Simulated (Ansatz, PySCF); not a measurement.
Bond stretch in LiNa, singlet.

- RCCSD = CCSD on RHF/cc-pVTZ, frozen core (Ansatz, a quantum-chemistry and plane-wave program)
- UHF/cc-pVTZ (PySCF)
- RHF/cc-pVTZ (PySCF)

Total energies in hartree (comparable only within one method and basis):

| R / Å | RCCSD | UHF | RHF |
|---|---|---|---|
| 2.32 | -169.30874 | -169.27911 | -169.27729 |
| 2.50 | -169.31601 | -169.28645 | -169.28531 |
| 2.64 | -169.31945 | -169.29003 | -169.28926 |
| 2.75 | -169.32107 | -169.29198 | -169.29123 |
| 2.83 | -169.32174 | -169.29319 | -169.29213 |
| 2.93 | -169.32208 | -169.29426 | -169.29272 |
| 3.02 | -169.32199 | -169.29489 | -169.29282 |
| 3.09 | -169.32170 | -169.29521 | -169.29265 |
| 3.28 | -169.32015 | -169.29550 | -169.29132 |
| 3.39 | -169.31888 | -169.29541 | -169.29009 |
| 3.60 | -169.31597 | -169.29493 | -169.28709 |
| 3.93 | -169.31085 | -169.29390 | -169.28126 |
| 4.38 | -169.30423 | -169.29262 | -169.27248 |
| 4.89 | -169.29848 | -169.29167 | -169.26266 |
| 5.35 | -169.29514 | -169.29121 | -169.25452 |
| 5.86 | -169.29299 | -169.29095 | -169.24651 |
| 6.35 | -169.29191 | -169.29083 | -169.23986 |
| 7.20 | -169.29111 | -169.29076 | -169.23051 |
| 7.88 | -169.29088 | -169.29075 | -169.22470 |
| 8.89 | -169.29075 | -169.29074 | -169.21817 |

With two correlated electrons CCSD is exact in the basis where it finds the lowest root (RCCSD). The unrestricted determinant behind UHF is spin-contaminated at 2.32 to 8.89 Å (<S²> up to 1.0, against 0.00 for a pure singlet). The restricted form behind RHF keeps the bonding electrons paired and can't separate into open-shell fragments.
